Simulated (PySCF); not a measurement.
Geometry:
```csv
atom,x (Å),y (Å),z (Å)
C1,3.554,-0.317,0.304
C2,2.072,-0.482,0.057
C3,1.093,0.554,0.648
C4,0.280,0.496,-0.670
Si5,-1.287,-0.566,-0.586
Si6,-0.870,-2.747,0.175
Si7,-2.799,0.464,0.886
Si8,-3.011,2.725,0.302
C9,1.505,-0.169,-1.344
H10,3.893,0.690,0.008
H11,3.801,-0.454,1.369
H12,4.141,-1.050,-0.272
H13,1.761,-1.497,0.362
H14,1.578,1.535,0.778
H15,0.585,0.297,1.592
H16,-0.017,1.473,-1.086
H17,-1.916,-0.645,-1.946
H18,0.105,-3.471,-0.701
H19,-2.149,-3.525,0.203
H20,-0.317,-2.708,1.566
H21,-4.138,-0.206,0.850
H22,-2.280,0.370,2.289
H23,-1.662,3.373,0.328
H24,-3.913,3.468,1.236
H25,-3.558,2.836,-1.086
H26,1.336,-1.015,-2.030
H27,2.126,0.576,-1.869
```

Geometry: PBE0-D3(BJ)/def2-SVP; GIAO absolute shieldings from PySCF, gas phase, non-relativistic, averaged over equivalent atoms.

At CAM-B3LYP/pcSseg-1 (271 basis functions, 3.3 min wall time on 1 thread of an Arm Neoverse N1, shared host):
```tsv
atoms	σ (ppm)
C9	148.5
C3	150.6
C2	151.6
C1	159.6
C4	171.8
Si5	408.0
Si8	450.5
Si6	451.4
Si7	459.0
H17	27.60
H18/H19/H20	27.77
H23/H24/H25	27.84
H22	28.09
H21	28.12
H13	29.35
H27	29.46
H26	29.52
H14	29.59
H15	29.72
H16	29.79
H10/H11/H12	30.28
```

**Question.** Estimate the result of repeating the calculation with PBE0/pcSseg-1.

**Answer.** 
| atoms | σ at PBE0/pcSseg-1 | change |
| --- | --- | --- |
| C9 | 149.9 | +1.4 |
| C3 | 152.1 | +1.5 |
| C2 | 153.4 | +1.8 |
| C1 | 161.5 | +1.9 |
| C4 | 172.8 | +1.0 |
| Si5 | 420.0 | +12.0 |
| Si8 | 458.4 | +7.9 |
| Si6 | 460.5 | +9.1 |
| Si7 | 469.7 | +10.7 |
| H17 | 27.38 | -0.22 |
| H18/H19/H20 | 27.60 | -0.17 |
| H23/H24/H25 | 27.68 | -0.16 |
| H22 | 27.90 | -0.19 |
| H21 | 27.93 | -0.19 |
| H13 | 29.19 | -0.16 |
| H27 | 29.33 | -0.13 |
| H26 | 29.41 | -0.11 |
| H14 | 29.48 | -0.11 |
| H15 | 29.62 | -0.10 |
| H16 | 29.59 | -0.20 |
| H10/H11/H12 | 30.23 | -0.05 |

The largest change is at Si5 (silicon bonded to C, 2 Si, H). Cost: 271 basis functions, 2.4 min wall time on 1 thread of an Arm Neoverse N1, shared host. The order of the carbon signals is the same at both levels.
